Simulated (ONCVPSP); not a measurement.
**Varying the ONCV potential for mercury (Hg)**

Base potential:

ONCVPSP 4.0.1 input, shortened (lines: element, Z, core and valence counts, functional; n l f; lmax; l rc ep ncon nbas qcut; lloc lpopt rc5 dvloc0; l nproj debl; icmod fcfact rcfact), PBEsol, fully relativistic:

```
  Hg 80.00   10    4  -116133      upf
    1    0    2.00
    2    0    2.00
    2    1    6.00
    3    0    2.00
    3    1    6.00
    3    2   10.00
    4    0    2.00
    4    1    6.00
    4    2   10.00
    4    3   14.00
    5    0    2.00
    5    1    6.00
    5    2   10.00
    6    0    2.00
    2
    0    1.45    0.00    4    7    6.90
    1    1.50    0.00    3    6   10.50
    2    1.80    0.00    4    9   10.30
    4    4    1.35    0.00
    0    2    1.40
    1    2    2.80
    2    2    1.30
    0    0.00    0.00
```

Open shells are filled in proportion to 2j + 1.

Cutoffs, loose and tight: the cutoffs (Ha) at which the residual kinetic energy of the hardest occupied pseudo-wave falls to 1 and 0.1 mHa per electron. They do not see the model core or the augmentation charge, which bear on the density cutoff. Test errors are all-electron minus pseudo excitation energies from the reference, over the configurations 5s2 5p6 5d10 6s1; 5s2 5p6 5d10 6s0; 5s2 5p6 5d9 6s0; 5s2 5p6 5d10 6s1 6p1. A dash means not determined; rows that change the core or the reference have their own tests.

A true bound ghost makes a file unfit for plane-wave use even where its test errors are small: the radial tests pick states by their node count and pass the ghost by.

| change | outcome | cutoff, loose | cutoff, tight | bound ghosts | GHOST(+) flags above zero | largest test error (meV) |
| --- | --- | --- | --- | --- | --- | --- |
| base | generated | 35 Ha | 53 Ha | none | none | -5.0 |
| local potential polynomial inside 1.35 bohr (lpopt 4, dvloc0 6 Ha) | generated | 35 Ha | 53 Ha | none | d3/2 | -5.0 |
| d: debl 0.5 | generated | 35 Ha | 53 Ha | none | none | -5.0 |
| d: rc 1.45, qcut 12.8, nproj 0; local potential the d channel | failed: oncvpsp_r: lschvkbb convergence ERROR, n= 3 l= 2 | – | – | – | – | – |
| s: qcut 8.8 | generated | 35 Ha | 41 Ha | none | none | -2.9 |
| p: nproj 3 | generated | 35 Ha | 53 Ha | none | none | -5.0 |
| functional PBE; d: rc 1.45, qcut 12.8 | generated | 35 Ha | 53 Ha | none | none | -3.4 |
| core [Kr] 4d10 4f14 5s2, valence charge 18; reference 5p6 5d10 6s1; waves now 6s: rc 2.30 bohr, ncon 3, nbas 6, qcut 2.5 1/bohr, 2 projectors, debl 1.2 Ha; 5p: rc 1.65 bohr, ncon 4, nbas 9, qcut 10.6 1/bohr, 1 projector; 5d: rc 1.85 bohr, ncon 4, nbas 9, qcut 8.2 1/bohr, 2 projectors, debl 2.2 Ha; local potential polynomial inside 1.65 bohr (lpopt 5, dvloc0 -1 Ha) | generated | 30 Ha | 37 Ha | s | none | +97 |
